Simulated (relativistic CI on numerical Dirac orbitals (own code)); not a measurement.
# Br XV: computed level list

Calculated at this level of theory: Dirac-Coulomb-Breit CI, KLI orbitals optimised for each configuration, model QED, unscaled Slater integrals (own radial code, finite nucleus).

CI space (outside the closed core [Ne]): 3s2.3p6.3d3, 3s2.3p5.3d4, 3s.3p6.3d4, 3s2.3p6.3d2.4s, 3s2.3p6.3d2.4p, 3s2.3p6.3d2.4d, 3s2.3p6.3d2.4f, 3s2.3p5.3d3.4s, 3s2.3p6.3d.4s.4p, 3s2.3p6.3d2.5s, 3s2.3p5.3d3.4p, 3p6.3d5, 3p5.3d6, 3s2.3p6.3d.4s2, 3s2.3p6.4s2.4p, 3s2.3p6.4s2.4d, 3s2.3p6.4s2.4f, 3s2.3p6.3d.4p2, 3s2.3p6.4s.4p2, 3s2.3p6.4p3, 3s2.3p6.4p2.4d, 3s2.3p6.4p2.4f. Double excitations out of closed p, d and f shells are left out; levels of such configurations are missing from the list, as are those of other unlisted configurations, and high levels can miss mixing partners. These lack a partner that the ground configuration has and come out too high: 3s2.3p5.3d3.4s, 3s2.3p5.3d3.4p.

The lowest level is 3s2.3p6.3d3 4F_3/2, with 97 % of that term; Hund's rules for 3s2.3p6.3d3 give 4F with J = 3/2, in agreement.

| No. | Configuration | Term | J | E (cm⁻¹) | % | Landé g | Lifetime (s) |
| --- | --- | --- | --- | --- | --- | --- | --- |
| 1 | 3s2.3p6.3d3 | 4F | 3/2 | 0 | 97 | 0.407 |  |
| 2 | 3s2.3p6.3d3 | 4F | 5/2 | 4728 | 99 | 1.029 | 2.24e-01 |
| 3 | 3s2.3p6.3d3 | 4F | 7/2 | 10261 | 99 | 1.233 | 1.39e-01 |
| 4 | 3s2.3p6.3d3 | 4F | 9/2 | 16082 | 96 | 1.324 | 1.93e-01 |
| 5 | 3s2.3p6.3d3 | 4P | 3/2 | 43639 | 78 | 1.618 | 6.37e-02 |
| 6 | 3s2.3p6.3d3 | 4P | 1/2 | 44165 | 92 | 2.505 | 8.49e-01 |
| 7 | 3s2.3p6.3d3 | 2G | 7/2 | 49775 | 98 | 0.892 | 1.35e-02 |
| 8 | 3s2.3p6.3d3 | 4P | 5/2 | 51608 | 97 | 1.590 | 9.90e-02 |
| 9 | 3s2.3p6.3d3 | 2G | 9/2 | 52932 | 71 | 1.065 | 1.08e-02 |
| 10 | 3s2.3p6.3d3 | 2D | 3/2 | 62084 | 56 | 1.090 | 4.73e-03 |
| 11 | 3s2.3p6.3d3 | 2P | 1/2 | 65809 | 92 | 0.829 | 1.57e-02 |
| 12 | 3s2.3p6.3d3 | 2H | 9/2 | 70498 | 74 | 0.960 | 1.30e-02 |
| 13 | 3s2.3p6.3d3 | 2H | 11/2 | 70901 | 100 | 1.089 | 5.02e-02 |
| 14 | 3s2.3p6.3d3 | 2D | 5/2 | 73775 | 97 | 1.204 | 6.08e-03 |
| 15 | 3s2.3p6.3d3 | 2P | 3/2 | 79097 | 58 | 1.145 | 5.44e-03 |
| 16 | 3s2.3p6.3d3 | 2F | 7/2 | 106494 | 99 | 1.140 | 1.09e-02 |
| 17 | 3s2.3p6.3d3 | 2F | 5/2 | 108504 | 98 | 0.862 | 1.55e-02 |
| 18 | 3s2.3p6.3d3 | 2D | 5/2 | 165065 | 98 | 1.195 | 1.83e-03 |
| 19 | 3s2.3p6.3d3 | 2D | 3/2 | 166843 | 100 | 0.798 | 2.54e-03 |
| 20 | 3p5.3d4(5D) | 6D° | 7/2 | 709022 | 89 | 1.576 | 2.62e-08 |
| 21 | 3p5.3d4(5D) | 6D° | 9/2 | 709722 | 92 | 1.544 | 1.13e-07 |
| 22 | 3p5.3d4(5D) | 6D° | 5/2 | 710744 | 88 | 1.646 | 9.28e-09 |
| 23 | 3p5.3d4(5D) | 6D° | 3/2 | 714137 | 89 | 1.851 | 4.69e-09 |
| 24 | 3p5.3d4(5D) | 6D° | 1/2 | 717987 | 93 | 3.247 | 2.90e-09 |
| 25 | 3p5.3d4(5D) | 6F° | 11/2 | 751730 | 98 | 1.450 | 1.04e-07 |
| 26 | 3p5.3d4(5D) | 6F° | 9/2 | 762367 | 85 | 1.428 | 5.72e-09 |
| 27 | 3p5.3d4(5D) | 6F° | 7/2 | 768413 | 72 | 1.398 | 4.69e-09 |
| 28 | 3p5.3d4(5D) | 6F° | 5/2 | 771186 | 52 | 1.375 | 2.76e-09 |
| 29 | 3p5.3d4(5D) | 6P° | 3/2 | 771792 | 33 | 1.540 | 1.71e-09 |
| 30 | 3p5.3d4(3F) | 4D° | 1/2 | 773847 | 62 | -0.144 | 1.29e-09 |
| 31 | 3p5.3d4(5D) | 6P° | 3/2 | 777806 | 51 | 1.876 | 1.71e-09 |
| 32 | 3p5.3d4(3F) | 4D° | 7/2 | 780000 | 64 | 1.413 | 1.76e-09 |
| 33 | 3p5.3d4(3F) | 4D° | 5/2 | 782425 | 40 | 1.320 | 1.56e-09 |
| 34 | 3p5.3d4(3G) | 4F° | 3/2 | 786654 | 47 | 0.821 | 1.83e-09 |
| 35 | 3p5.3d4(3F) | 4F° | 9/2 | 792758 | 71 | 1.271 | 2.32e-09 |
| 36 | 3p5.3d4(5D) | 6P° | 5/2 | 793539 | 54 | 1.698 | 2.02e-09 |
| 37 | 3p5.3d4(5D) | 6F° | 1/2 | 797654 | 59 | -0.375 | 5.26e-10 |
| 38 | 3p5.3d4(3F) | 4F° | 7/2 | 797885 | 66 | 1.234 | 1.33e-09 |
| 39 | 3p5.3d4(3H) | 4H° | 11/2 | 799747 | 49 | 1.176 | 7.38e-10 |
| 40 | 3p5.3d4(3P) | 4P° | 3/2 | 800732 | 38 | 1.615 | 1.70e-10 |
| 41 | 3p5.3d4(3G) | 4F° | 5/2 | 802580 | 56 | 1.131 | 6.75e-10 |
| 42 | 3p5.3d4(3H) | 4H° | 13/2 | 802647 | 72 | 1.194 | 5.93e-08 |
| 43 | 3p5.3d4(3F) | 4G° | 9/2 | 803869 | 43 | 1.084 | 2.47e-10 |
| 44 | 3p5.3d4(3G) | 4F° | 3/2 | 804899 | 39 | 0.957 | 4.23e-10 |
| 45 | 3p5.3d4(3H) | 4H° | 7/2 | 805709 | 43 | 0.857 | 3.03e-10 |
| 46 | 3p5.3d4(3F) | 4G° | 11/2 | 807167 | 64 | 1.209 | 2.97e-10 |
| 47 | 3p5.3d4(3P) | 4P° | 5/2 | 812240 | 63 | 1.472 | 2.11e-10 |
| 48 | 3p5.3d4(3H) | 4I° | 15/2 | 812509 | 98 | 1.196 | 1.63e-02 |
| 49 | 3p5.3d4(3H) | 2G° | 9/2 | 813287 | 37 | 1.098 | 3.73e-10 |
| 50 | 3p5.3d4(3F) | 4G° | 7/2 | 815550 | 38 | 1.179 | 1.55e-10 |
| 51 | 3p5.3d4(3F) | 4G° | 5/2 | 815813 | 62 | 0.746 | 1.25e-10 |
| 52 | 3p5.3d4(5D) | 6P° | 7/2 | 817057 | 31 | 1.338 | 3.02e-10 |
| 53 | 3p5.3d4(3D) | 4P° | 1/2 | 818709 | 92 | 2.625 | 6.07e-10 |
| 54 | 3p5.3d4(3P) | 2D° | 3/2 | 821617 | 32 | 0.987 | 2.14e-10 |
| 55 | 3p5.3d4(1G) | 2G° | 9/2 | 824121 | 34 | 1.103 | 1.64e-10 |
| 56 | 3p5.3d4(3D) | 4P° | 3/2 | 824947 | 67 | 1.505 | 4.10e-10 |
| 57 | 3p5.3d4(3G) | 4G° | 11/2 | 828625 | 54 | 1.150 | 3.03e-10 |
| 58 | 3p5.3d4(3D) | 4P° | 5/2 | 828805 | 52 | 1.505 | 3.27e-10 |
| 59 | 3p5.3d4(3H) | 4I° | 13/2 | 829166 | 62 | 1.133 | 1.06e-09 |
| 60 | 3p5.3d4(3P) | 4D° | 7/2 | 829357 | 40 | 1.310 | 2.14e-10 |
| 61 | 3p5.3d4(3F) | 4F° | 5/2 | 830851 | 54 | 1.044 | 2.13e-10 |
| 62 | 3p5.3d4(3F) | 4F° | 3/2 | 831123 | 33 | 1.172 | 1.47e-10 |
| 63 | 3p5.3d4(3P) | 4P° | 1/2 | 831289 | 59 | 1.753 | 1.45e-10 |
| 64 | 3p5.3d4(3P) | 4D° | 7/2 | 833000 | 27 | 1.154 | 2.14e-10 |
| 65 | 3p5.3d4(3G) | 2H° | 9/2 | 840013 | 61 | 1.006 | 8.03e-11 |
| 66 | 3p5.3d4(3P) | 4P° | 5/2 | 840538 | 31 | 1.341 | 3.80e-10 |
| 67 | 3p5.3d4(5D) | 4F° | 7/2 | 841617 | 50 | 1.188 | 1.84e-10 |
| 68 | 3s2.3p5.3d4 | 4F° | 9/2 | 841931 | 22 | 1.057 | 1.63e-10 |
| 69 | 3p5.3d4(3G) | 4H° | 13/2 | 842028 | 90 | 1.213 | 4.21e-09 |
| 70 | 3p5.3d4(3G) | 2H° | 11/2 | 842395 | 34 | 1.098 | 1.72e-10 |

Energies count from the lowest computed level; ° marks odd parity; lifetimes are radiative, by E1, M1, E2, M2, E3 decay to levels of this space only. Percentages are summed over parent terms; the parents shown are those of the largest component, closed shells are left out there.

The mean weight of the leading LS term, summed over parents, in these 70 levels is 66 %, and that of the leading jj configuration (from the same eigenvectors) 49 %, so LS coupling describes them better.

At this charge energies of transitions that change n are usually good to better than 1 %, and those within a shell (Δn = 0) to a few per cent. Terms inside the open d or f shell come out 10 to 20 % too wide with unscaled integrals.

Landé's interval rule says that E(J) − E(J−1) = AJ with one A. For the ground term the intervals give A = 1891.0, 1581.0, 1293.6 cm⁻¹ for J = 5/2, 7/2, 9/2; the multiplet is regular.

LS names give the leading component of a level, which can be under half, so a name can repeat, a term be missing and a line seem to break the LS rules.
